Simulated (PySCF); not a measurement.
Computed Raman spectrum (relative Raman activity) of a molecule ClH6NOSi2. Geometry: r2SCAN-D4/def2-SVP. Other conformers were not sampled. Method: PySCF with r2SCAN-D4/def2-SVP. Frequencies are harmonic and unscaled.

Lines under 2 % of the strongest are left out, and lines within 2 cm⁻¹ are merged.

ν (cm⁻¹): 522 (w), 619 (w), 711 (w), 733 (vw), 839 (w), 899 (vw), 938 (w), 942 (w), 958 (w), 1000 (w), 2224 (s), 2227 (vs), 2232 (s), 2302 (vs), 3575 (s), 3868 (s) (against the strongest line: vs over 80 %, s over 45 %, m over 15 %, w over 4 %, vw less)

Question: Pick the molecule that these values belong to.
A. N[Si@@H](O)[SiH2]Cl
B. N[SiH2]O[SiH2]Cl
C. N[Si@H](Cl)[SiH2]O
D. O[Si@H](Cl)N[SiH3]

Answer: D, O[Si@H](Cl)N[SiH3]
